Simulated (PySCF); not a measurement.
F₂H₅NSSi₂, SMILES N[SiH2]S[SiH](F)F.

Geometry: ωB97X-D3(BJ)/def2-SVP. This is a generated structure with no PubChem entry under its InChIKey; it may be hypothetical. One conformer was computed; it need not be the lowest.

Method: PySCF with CAM-B3LYP/def2-TZVP.

The molecule is in vacuum.

Computed frontier levels, gap, dipole moment and polarisability:
```yaml
highest_occupied_level: -9.09 eV
lowest_empty_level: 0.88 eV
orbital_gap: 9.96 eV
dipole_moment: 2.40 D
quadrupole, principal values (traceless, Buckingham form, about the centre of nuclear charge): -6.39, -4.43, 10.81 D·Å
mean_static_polarisability: 73.1 bohr³ (10.83 Å³)
polarisability_principal_values: 60.2, 67.1, 91.9 bohr³
```
